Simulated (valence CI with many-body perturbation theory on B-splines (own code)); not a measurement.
Ar XIII: electric-dipole lines

Calculated by configuration interaction combined with many-body perturbation theory (CI+MBPT): four valence electrons over a frozen Dirac-Fock core [He], a basis of 11 s, 11 p, 10 d, 8 f, 5 g, 2 h functions for each j, with the one-electron correlation potential Σ1, the two-electron term Σ2, the three-electron term Σ3, Breit, model QED; selected CI, second order for the rest, scaled by the run's own slope (own B-spline code, finite nucleus).

No measured levels were compared; by estimate levels of excited configurations hold to 0.05 to 0.15 % of their energy, terms of the ground configuration to about 0.5 %. Among the levels kept, up to 890 cm⁻¹ of a level comes from second order outside the variational space, and about a tenth of that is noise between levels of different J, which matters for small intervals.

Lines 51 to 100 of 534 in falling wavelength, among levels below 507.48 eV, chosen from the strongest by gf and those to the six lowest levels. Wavelengths and rates use the calculated energies, so an error of 300 cm⁻¹ moves a line at 83.07 nm by 0.25 % and its rate by three times that or more. Electric multipoles are in the length gauge, E1 and E2 with the static RPA response of the core. Weak lines are less certain than strong ones. Lines between different terms over intervals too small for the method are left out, as are lines whose strength nearly cancels. The highest levels of a list are the least certain.

Names give the largest LS component (configuration and term), which can be under half, so a name can repeat, a term be missing and a line seem to break the LS rules; names also repeat where a configuration has a term twice. Letters in brackets count levels of one name in rising energy.

```
λ vac (nm)                Upper                Lower   A (s⁻¹)  S (a.u.)
     83.07       2s 2p2 3d 5D_2      2s 2p2 3p 5P°_2  3.33e+08  4.71e-01
     82.92      2s 2p2 3p 3F°_3       2s 2p2 3s 3D_2  7.65e+08  1.51e+00
     82.91   2s 2p2 3d 1D_2 [c]  2s 2p2 3p 1P°_1 [c]  5.01e+08  7.05e-01
     82.87      2s 2p2 3p 5P°_2       2s 2p2 3s 5P_3  3.35e+08  4.70e-01
     82.49   2s 2p2 3d 3P_2 [b]  2s 2p2 3p 3P°_2 [b]  4.12e+08  5.70e-01
     82.45      2s 2p2 3p 5D°_3       2s 2p2 3s 5P_2  7.49e+08  1.45e+00
     82.44       2s2 2p 3p 3D_2      2s2 2p 3s 3P°_1  6.56e+08  9.07e-01
     82.03       2s 2p2 3d 5D_1      2s 2p2 3p 5P°_1  4.61e+08  3.77e-01
     81.97       2s 2p2 3d 3G_4      2s 2p2 3p 3F°_3  7.56e+08  1.85e+00
     81.93       2s 2p2 3d 5D_3      2s 2p2 3p 5P°_2  4.88e+08  9.27e-01
     81.87      2s 2p2 3p 5D°_2       2s 2p2 3s 5P_1  4.94e+08  6.69e-01
     81.58       2s 2p2 3d 5D_2      2s 2p2 3p 5P°_1  2.30e+08  3.08e-01
     81.09      2s 2p2 3p 3F°_4       2s 2p2 3s 3D_3  9.59e+08  2.27e+00
     81.05       2s2 2p 3p 3D_1      2s2 2p 3s 3P°_0  4.71e+08  3.71e-01
     80.90   2s 2p2 3d 3D_3 [d]  2s 2p2 3p 3P°_2 [d]  4.53e+08  8.29e-01
     80.88  2s 2p2 3p 1D°_2 [a]       2s 2p2 3s 3D_1  3.04e+08  3.97e-01
     80.85   2s 2p2 3d 3F_2 [c]  2s 2p2 3p 3P°_1 [c]  5.72e+08  7.46e-01
     80.27  2s 2p2 3p 3P°_2 [d]   2s 2p2 3s 3P_2 [b]  6.92e+08  8.83e-01
     80.24   2s 2p2 3d 3D_2 [d]  2s 2p2 3p 3P°_1 [e]  4.05e+08  5.16e-01
     79.88  2s 2p2 3p 3P°_1 [c]       2s 2p2 3s 3S_1  7.23e+08  5.45e-01
     79.54   2s 2p2 3d 1F_3 [a]      2s 2p2 3p 1F°_3  2.00e+08  3.48e-01
     79.46       2s 2p2 3d 3G_3      2s 2p2 3p 3F°_2  5.87e+08  1.02e+00
     79.38   2s 2p2 3d 3F_4 [b]      2s 2p2 3p 3F°_4  2.33e+08  5.18e-01
     78.95      2s2 2p 3d 3F°_4       2s2 2p 3p 3D_3  8.04e+08  1.76e+00
     78.82   2s 2p2 3d 3D_2 [c]  2s 2p2 3p 3P°_1 [d]  6.64e+08  8.02e-01
     78.47       2s 2p2 3d 5D_4      2s 2p2 3p 5D°_4  2.82e+08  6.05e-01
     78.33      2s 2p2 3p 5P°_3       2s 2p2 3s 5P_3  8.44e+08  1.40e+00
     78.03      2s2 2p 3d 3D°_3       2s2 2p 3p 3P_2  5.44e+08  8.92e-01
     77.63      2s 2p2 3p 5P°_1       2s 2p2 3s 5P_2  8.31e+08  5.76e-01
     77.50      2s2 2p 3d 3F°_3       2s2 2p 3p 3D_2  8.06e+08  1.30e+00
     77.48   2s 2p2 3d 3F_3 [b]      2s 2p2 3p 3F°_3  2.11e+08  3.40e-01
     76.84   2s 2p2 3d 1D_2 [b]  2s 2p2 3p 1P°_1 [b]  5.34e+08  5.97e-01
     76.83  2s 2p2 3p 3S°_1 [b]   2s 2p2 3s 3P_2 [b]  5.74e+08  3.85e-01
     76.53      2s2 2p 3d 3D°_1       2s2 2p 3p 3P_0  4.22e+08  2.80e-01
     76.34      2s 2p2 3p 5P°_2       2s 2p2 3s 5P_2  3.07e+08  3.37e-01
     76.12       2s 2p2 3d 3S_1  2s 2p2 3p 3P°_2 [b]  4.99e+08  3.26e-01
     75.94  2s 2p2 3p 3P°_2 [c]       2s 2p2 3s 3S_1  9.41e+08  1.02e+00
     75.90       2s 2p2 3d 5D_3      2s 2p2 3p 5D°_3  1.73e+08  2.61e-01
     75.11  2s 2p2 3p 3P°_1 [e]   2s 2p2 3s 3P_1 [b]  4.13e+08  2.59e-01
     74.87   2s 2p2 3d 3P_2 [c]  2s 2p2 3p 3S°_1 [b]  3.41e+08  3.53e-01
     74.62       2s2 2p 3p 3P_1      2s2 2p 3s 3P°_2  9.51e+08  5.85e-01
     74.39   2s 2p2 3d 3D_3 [d]  2s 2p2 3p 3D°_3 [c]  2.54e+08  3.61e-01
     74.38      2s2 2p 3d 3P°_2       2s2 2p 3p 3P_2  3.90e+08  3.96e-01
     74.28   2s 2p2 3d 3F_2 [a]  2s 2p2 3p 3D°_1 [a]  9.09e+08  9.19e-01
     74.22   2s 2p2 3d 3F_4 [a]  2s 2p2 3p 3D°_3 [a]  1.05e+09  1.91e+00
     74.22       2s 2p2 3d 5P_3      2s 2p2 3p 5P°_3  5.53e+08  7.82e-01
     74.16      2s2 2p 3d 3D°_2       2s2 2p 3p 3S_1  5.77e+08  5.80e-01
     73.98   2s 2p2 3d 3F_3 [a]  2s 2p2 3p 3D°_2 [a]  9.75e+08  1.36e+00
     73.94      2s2 2p 3d 1D°_2       2s2 2p 3p 3D_1  7.50e+08  7.48e-01
     73.68      2s2 2p 3d 3F°_2       2s2 2p 3p 1P_1  7.18e+08  7.09e-01
```
